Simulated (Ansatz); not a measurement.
Molecule: C₄H₇Cl₂ (charge 0, doublet). It need not be the lowest isomer of its formula. 
Structure (B3LYP-D3(BJ)/def2-TZVP (Ansatz, a first-principles code) minimum search):
```xyz
13

C     -2.1989     0.7967     0.2529
C     -0.9693    -0.0099    -0.0990
C      0.1692     0.1601     0.8068
C      1.5374    -0.0979     0.3666
Cl     2.1966     1.3899    -0.5417
Cl    -1.4249    -1.8362    -0.0756
H     -1.9619     1.8605     0.1745
H     -3.0208     0.5711    -0.4243
H     -2.5208     0.5866     1.2732
H     -0.6744     0.1380    -1.1360
H     -0.0132     0.4984     1.8188
H      1.6066    -0.9053    -0.3578
H      2.2353    -0.2553     1.1815
```
Charge 0, spin multiplicity 2.

Basis-set convergence of Hartree-Fock and CCSD correlation energies (hartree) with Ansatz. Correlated levels leave the core frozen unless marked. UHF or UKS for open shells. No spin-orbit coupling. Non-relativistic.

| basis | functions | E(HF) | E(corr, CCSD) |
|---|---|---|---|
| cc-pV(D+d)Z | 137 | -1074.53434 | -0.89047 |
| cc-pV(T+d)Z | 296 | -1074.60717 | -1.10908 |
| cc-pV(Q+d)Z | 558 | -1074.62407 | -1.17899 |

Extrapolating the two largest sets (X = 3 and 4) as X^-3: E(corr) = (64·(-1.17899) - 27·(-1.10908))/37 = -1.2300 Eh, an estimate of the basis-set limit. The largest set recovers 95.9 % of it, the smallest 72.4 %.
